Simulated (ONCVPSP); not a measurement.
## O, ONCV: configuration errors across variants

ONCVPSP 4.0.1 input, shortened (lines: element, Z, core and valence counts, functional; n l f; lmax; l rc ep ncon nbas qcut; lloc lpopt rc5 dvloc0; l nproj debl; icmod fcfact rcfact), LDA (Perdew-Wang 92), scalar-relativistic:

```
  O 8.00    1    2  -001012      upf
    1    0    2.00
    2    0    1.50
    2    1    4.50
    2
    0    0.60    0.00    4    7   10.20
    1    1.75    0.00    5    8    9.70
    2    1.45    0.38    4    8    6.00
    4    5    0.60    4.00
    0    2    3.10
    1    2    3.00
    2    2    1.30
    3    3.00    1.30
```

All-electron excitation energies from the reference (eV): (1) 2s2 2p4 -7.285; (2) 2s2 2p3 9.299; (3) 2s2 2p2 43.012; (4) 2s0 2p6 21.945.

A true bound ghost makes a file unfit for plane-wave use even where its test errors are small: the radial tests pick states by their node count and pass the ghost by.

Errors AE − PS in meV (a dash: test not solved or not reliable):

| change | (1) | (2) | (3) | (4) | bound ghosts | GHOST(+) flags above zero |
| --- | --- | --- | --- | --- | --- | --- |
| base | +4.2 | +71 | +354 | +42 | s | none |
| d: debl 1.55 | +4.2 | +71 | +354 | +42 | s | none |
| core correction Teter function, fcfact 3, rcfact 1.68 | +4.2 | +69 | +343 | +42 | s | none |

**Question.** Give the same row for: s: nbas 9.

**Answer.** +4.2, +70, +354, +42; bound ghosts: s; GHOST(+) flags above zero: none.
